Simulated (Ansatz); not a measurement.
Steps of a relaxation of C$_{2}$H$_{6}$N$_{2}$Si, SMILES `C=N/C=N/[SiH3]` with RKS PBE-D4/def2-SVP.

```sh
$ ansatz run in.yaml --threads 4 --pin off --events-out ev --progress --plain --max-ram 10444MiB
```

```yaml
crystal:
  periodic: [false, false, false]
  atoms:
    - {symbol: C, position_ang: [-1.479300, 1.624800, -0.790600]}
    - {symbol: N, position_ang: [-0.912400, 0.761100, -1.479400]}
    - {symbol: C, position_ang: [-0.113700, -0.094100, -0.819700]}
    - {symbol: N, position_ang: [0.157900, -0.002100, 0.463700]}
    - {symbol: Si, position_ang: [1.172500, -1.195200, 1.123100]}
    - {symbol: H, position_ang: [-1.444600, 1.827200, 0.287800]}
    - {symbol: H, position_ang: [-2.170100, 2.370600, -1.325300]}
    - {symbol: H, position_ang: [0.456100, -0.830300, -1.457000]}
    - {symbol: H, position_ang: [0.646100, -2.520500, 0.875100]}
    - {symbol: H, position_ang: [2.495300, -1.018600, 0.518100]}
    - {symbol: H, position_ang: [1.257500, -0.979900, 2.625000]}
basis:
  gaussian: {orbitals: def2-SVP}
hamiltonian: {xc: pbe, dispersion: d4}
relax: {f_tol: 0.03, max_steps: 200}
```

Positions (Å) and forces (eV/Å) along the path, 11 of 14 steps:

```xyz
11
step=1 energy=-13010.9739 eV
C    -1.479    1.625   -0.791   -3.148    3.884   -0.023
N    -0.912    0.761   -1.479   -0.149   -0.618   -2.423
C    -0.114   -0.094   -0.820    2.915   -1.483    2.801
N     0.158   -0.002    0.464   -1.600    0.646   -2.268
Si    1.173   -1.195    1.123    0.880   -0.009    1.787
H    -1.445    1.827    0.288    0.445   -0.478    0.599
H    -2.170    2.371   -1.325    0.620   -0.657    0.320
H     0.456   -0.830   -1.457   -0.555    0.058   -0.092
H     0.646   -2.521    0.875   -0.316   -1.113   -0.205
H     2.495   -1.019    0.518    0.836   -0.117   -0.223
H     1.258   -0.980    2.625    0.073   -0.114   -0.274
11
step=2 energy=-13011.3514 eV
C    -1.542    1.699   -0.826   -0.987    1.117   -0.314
N    -0.915    0.817   -1.502    0.064    0.443   -0.629
C    -0.055   -0.033   -0.825    0.254   -1.905    1.591
N     0.147   -0.025    0.461   -0.354    0.789   -1.454
Si    1.208   -1.209    1.154    0.575   -0.299    0.778
H    -1.518    1.855    0.273    0.301   -0.299    0.175
H    -2.206    2.420   -1.377    0.237   -0.365    0.115
H     0.342   -0.895   -1.459   -0.109    0.818   -0.002
H     0.720   -2.591    0.890   -0.119   -0.324   -0.089
H     2.587   -1.070    0.586    0.180    0.000   -0.066
H     1.297   -1.024    2.647   -0.044    0.026   -0.105
11
step=5 energy=-13011.5580 eV
C    -1.574    1.707   -0.827    0.015   -0.078   -0.018
N    -0.876    0.899   -1.541    0.348    0.131    0.472
C    -0.101   -0.078   -0.839   -0.475    0.148   -0.488
N     0.255    0.026    0.382    0.276   -0.128    0.174
Si    1.263   -1.205    1.184   -0.103    0.126   -0.104
H    -1.645    1.612    0.291   -0.053    0.052   -0.300
H    -2.095    2.542   -1.343   -0.032   -0.106    0.154
H     0.170   -0.904   -1.538    0.006   -0.195    0.088
H     0.727   -2.598    0.936    0.041    0.055    0.010
H     2.673   -1.122    0.655   -0.013   -0.004    0.046
H     1.269   -0.936    2.660   -0.011   -0.001   -0.034
11
step=6 energy=-13011.5996 eV
C    -1.551    1.714   -0.816    0.025   -0.434   -0.239
N    -0.778    0.984   -1.546    0.108   -0.249    0.861
C    -0.099   -0.078   -0.856   -0.496    0.409   -0.581
N     0.342    0.062    0.336    0.375   -0.418   -0.064
Si    1.289   -1.197    1.174   -0.226    0.346   -0.021
H    -1.735    1.484    0.276    0.044    0.204   -0.488
H    -2.075    2.562   -1.305    0.072    0.013    0.220
H    -0.009   -0.984   -1.530    0.030    0.267    0.381
H     0.736   -2.578    0.929    0.034   -0.067   -0.031
H     2.718   -1.128    0.711    0.017   -0.021    0.021
H     1.227   -0.898    2.646    0.016   -0.049   -0.060
11
step=7 energy=-13011.6255 eV
C    -1.582    1.694   -0.831    0.551    0.143   -0.397
N    -0.773    0.982   -1.538   -0.131   -0.366    0.820
C    -0.123   -0.089   -0.848   -0.309    0.492   -0.326
N     0.355    0.061    0.332    0.226   -0.346   -0.175
Si    1.298   -1.192    1.169   -0.134    0.252    0.008
H    -1.773    1.489    0.252   -0.112   -0.043   -0.194
H    -2.014    2.608   -1.296   -0.102   -0.178    0.118
H    -0.057   -1.007   -1.498    0.006    0.144    0.222
H     0.778   -2.582    0.902    0.009   -0.066   -0.032
H     2.737   -1.110    0.735    0.005    0.007    0.006
H     1.220   -0.911    2.643   -0.008   -0.038   -0.049
11
step=8 energy=-13011.6717 eV
C    -1.577    1.721   -0.849    0.260    0.095   -0.340
N    -0.744    0.989   -1.497   -0.094   -0.158    0.539
C    -0.147   -0.093   -0.819   -0.296    0.196   -0.055
N     0.435    0.067    0.313    0.124   -0.241   -0.121
Si    1.341   -1.196    1.158   -0.079    0.159   -0.022
H    -1.918    1.484    0.190    0.067    0.038   -0.144
H    -1.945    2.655   -1.330   -0.083   -0.197    0.100
H    -0.225   -1.055   -1.400    0.087    0.185    0.100
H     0.854   -2.589    0.832    0.021   -0.042   -0.023
H     2.794   -1.080    0.786    0.005   -0.010    0.026
H     1.197   -0.958    2.636   -0.012   -0.024   -0.059
11
step=9 energy=-13011.6979 eV
C    -1.571    1.757   -0.868   -0.082    0.173   -0.272
N    -0.751    0.969   -1.451   -0.330    0.046    0.024
C    -0.198   -0.106   -0.768    0.500    0.084    0.462
N     0.471    0.056    0.321   -0.187   -0.121   -0.294
Si    1.371   -1.209    1.144    0.049   -0.088    0.052
H    -1.945    1.599    0.172    0.071   -0.038   -0.052
H    -1.952    2.644   -1.423    0.089   -0.116    0.129
H    -0.311   -1.076   -1.315   -0.073    0.014   -0.003
H     0.949   -2.612    0.740    0.038    0.074    0.009
H     2.840   -1.039    0.841   -0.073   -0.007    0.035
H     1.162   -1.041    2.627   -0.002   -0.021   -0.090
11
step=11 energy=-13011.7137 eV
C    -1.575    1.768   -0.886    0.029   -0.054    0.033
N    -0.788    0.937   -1.451    0.001   -0.033    0.081
C    -0.205   -0.110   -0.737   -0.031   -0.001    0.022
N     0.497    0.069    0.321   -0.029    0.024   -0.114
Si    1.387   -1.210    1.134    0.043   -0.073    0.061
H    -1.900    1.668    0.176    0.021   -0.004   -0.031
H    -1.959    2.631   -1.462   -0.026    0.055   -0.041
H    -0.371   -1.098   -1.242    0.011    0.043    0.018
H     1.004   -2.600    0.659    0.020    0.051    0.004
H     2.861   -1.007    0.898   -0.046   -0.002    0.025
H     1.114   -1.104    2.611    0.006   -0.007   -0.058
11
step=12 energy=-13011.7164 eV
C    -1.570    1.773   -0.879    0.024   -0.042   -0.010
N    -0.837    0.897   -1.447    0.041    0.032    0.019
C    -0.227   -0.129   -0.729    0.047    0.026   -0.013
N     0.554    0.078    0.267   -0.143   -0.020   -0.005
Si    1.400   -1.205    1.121    0.075    0.005   -0.058
H    -1.839    1.727    0.202    0.013    0.009    0.004
H    -1.962    2.622   -1.473   -0.022    0.005   -0.007
H    -0.432   -1.130   -1.191   -0.022   -0.002    0.046
H     1.068   -2.583    0.586   -0.009    0.000    0.029
H     2.881   -0.982    0.988    0.001   -0.003    0.027
H     1.028   -1.125    2.577   -0.003   -0.009   -0.032
11
step=13 energy=-13011.7183 eV
C    -1.566    1.778   -0.885   -0.005    0.000   -0.006
N    -0.835    0.897   -1.447    0.001    0.022   -0.008
C    -0.234   -0.130   -0.724   -0.021   -0.017    0.040
N     0.541    0.075    0.277   -0.007   -0.023   -0.053
Si    1.410   -1.207    1.112   -0.013   -0.004    0.064
H    -1.831    1.742    0.197    0.007    0.003   -0.014
H    -1.963    2.621   -1.486    0.011   -0.016    0.016
H    -0.456   -1.134   -1.172    0.020    0.024    0.009
H     1.084   -2.588    0.579    0.025    0.016   -0.015
H     2.890   -0.963    1.003   -0.028   -0.007   -0.021
H     1.026   -1.149    2.566    0.009    0.002   -0.011
11
step=14 energy=-13011.7188 eV
C    -1.566    1.778   -0.888    0.013    0.021    0.009
N    -0.831    0.898   -1.447   -0.001   -0.017   -0.017
C    -0.238   -0.131   -0.720   -0.021    0.008   -0.016
N     0.528    0.072    0.287    0.028   -0.008    0.016
Si    1.405   -1.207    1.118    0.009   -0.002    0.009
H    -1.833    1.742    0.193   -0.011   -0.005    0.010
H    -1.956    2.623   -1.488   -0.005    0.007   -0.006
H    -0.452   -1.132   -1.174    0.000   -0.013   -0.006
H     1.093   -2.588    0.577   -0.007    0.003    0.002
H     2.882   -0.962    0.988   -0.007    0.012    0.002
H     1.035   -1.151    2.574    0.002   -0.005   -0.004
```

Run time 15 s (4 threads of an Arm Neoverse V1 on a shared host); peak host memory 0.15 GiB.
